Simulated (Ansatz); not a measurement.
## Redistribution: C3H4F4O + CH3Cl → C3H5F3O + CH2ClF

Species: C3H4F4O `FCC(F)OC(F)F`, singlet; CH3Cl (chloromethane) `CCl`, singlet; C3H5F3O `CC(F)OC(F)F`, singlet; CH2ClF (chlorofluoromethane) `FCCl`, singlet. The partners trade F for H; both sit on C, so the bond types are kept.

Shapes, held fixed at every level: PBE0-D4/def2-TZVP. Flexible molecules stand in one conformer, not always the lowest. Programs: Ansatz 0.2.0. Electronic energies: no zero-point or thermal term.

```json
{"level": "HF/def2-TZVPP", "kind": "Hartree–Fock", "ΔE (kJ/mol)": "-7.2", "less CCSD(T)/CBS estimate": "+8.1"}
{"level": "PBE-D4/def2-TZVPP", "kind": "GGA", "ΔE (kJ/mol)": "-20.5", "less CCSD(T)/CBS estimate": "-5.2"}
{"level": "r2SCAN-D4/def2-TZVPP", "kind": "meta-GGA", "ΔE (kJ/mol)": "-19.8", "less CCSD(T)/CBS estimate": "-4.5"}
{"level": "B3LYP-D4/def2-TZVPP", "kind": "global hybrid", "ΔE (kJ/mol)": "-16.5", "less CCSD(T)/CBS estimate": "-1.2"}
{"level": "wB97X-V/def2-TZVPP", "kind": "range-separated hybrid", "ΔE (kJ/mol)": "-15.7", "less CCSD(T)/CBS estimate": "-0.4"}
{"level": "B2PLYP/def2-TZVPP", "kind": "double hybrid", "ΔE (kJ/mol)": "-16.0", "less CCSD(T)/CBS estimate": "-0.7"}
{"level": "CCSD/def2-TZVPP", "kind": "coupled cluster or CI", "ΔE (kJ/mol)": "-13.3", "less CCSD(T)/CBS estimate": "+2.0"}
{"level": "CCSD(T)/CBS estimate", "kind": "coupled cluster or CI", "ΔE (kJ/mol)": "-15.3", "less CCSD(T)/CBS estimate": "0.0"}
```

The highest level, CCSD(T)/CBS estimate, gives ΔE = -15.3 kJ/mol; the levels span -20.5 to -7.2. The column of differences is taken from that level and isn't an error. No measured value is set beside it here. The CBS estimate extrapolates MP2 from def2-TZVPP and def2-QZVPP and adds CCSD(T) − MP2 in the triple-zeta set, cores frozen.
